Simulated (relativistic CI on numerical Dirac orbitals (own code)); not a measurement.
Computed by Dirac-Coulomb-Breit CI, separate exchange-only KLI orbitals for each configuration, model QED (radiative potential, 1s self-energy scaled to tabulated hydrogen-like ionisation energies), unscaled Slater integrals (own radial code, finite nucleus).

CI space (outside the closed core 1s2): 2s2 2p5, 2s 2p6, 2p6 3s, 2p6 3p, 2p6 3d, 2s2 2p4 3s, 2s2 2p4 3p, 2s2 2p4 3d, 2s 2p5 3s, 2s 2p5 3p, 2s 2p5 3d, 2s2 2p4 4s, 2s2 2p4 4p, 2s2 2p4 4d, 2s2 2p4 4f, 2s 2p5 4s, 2s 2p5 4p, 2s 2p5 4d, 2s 2p5 4f, 2s2 2p3 3s2, 2s2 2p4 5s, 2s2 2p4 5p, 2s2 2p3 3s 3p, 2s2 2p4 5d, 2s2 2p4 5f, 2s2 2p4 5g, 2s2 2p3 3p2, 2s2 2p3 3s 3d, 2s2 2p3 3p 3d, 2s 2p4 3s2, 2s2 2p3 3d2, 2s 2p4 3s 3p, 2s 2p5 5s, 2s 2p4 3p2, 2s 2p5 5p, 2s 2p4 3s 3d. Levels of other configurations are missing.

At this charge energies of transitions that change n are usually good to better than 1 %, and those within a shell (Δn = 0) to a few per cent.

Outline of the computed level scheme of Nb XXXIII. Lowest level of each configuration: 2s2 2p5 2P°_3/2 at 0.00 eV; 2s 2p6 2S_1/2 at 313.29 eV; 2s2 2p4 3s 4P_5/2 at 2327.28 eV; 2s2 2p4 3p 4P°_3/2 at 2385.99 eV; 2s2 2p4 3d 4D_3/2 at 2483.56 eV.

Some strong electric-dipole decays among the lowest 45 levels: 2s2 2p4 3d 2D_5/2 → 2s2 2p5 2P°_3/2 (8.3e+13 s⁻¹); 2s2 2p4 3d 2D_5/2 → 2s2 2p5 2P°_3/2 (7.4e+13 s⁻¹); 2s2 2p4 3d 2D_3/2 → 2s2 2p5 2P°_3/2 (6.1e+13 s⁻¹); 2s2 2p4 3d 2P_1/2 → 2s2 2p5 2P°_3/2 (5.9e+13 s⁻¹); 2s2 2p4 3d 2D_3/2 → 2s2 2p5 2P°_3/2 (5.1e+13 s⁻¹); 2s2 2p4 3d 4F_5/2 → 2s2 2p5 2P°_3/2 (4.1e+13 s⁻¹); 2s2 2p4 3s 2P_3/2 → 2s2 2p5 2P°_3/2 (1.6e+13 s⁻¹); 2s2 2p4 3s 2S_1/2 → 2s2 2p5 2P°_1/2 (1.2e+13 s⁻¹).

LS names give the leading component of a level, which can be under half, so a name can repeat, a term be missing and a line seem to break the LS rules.
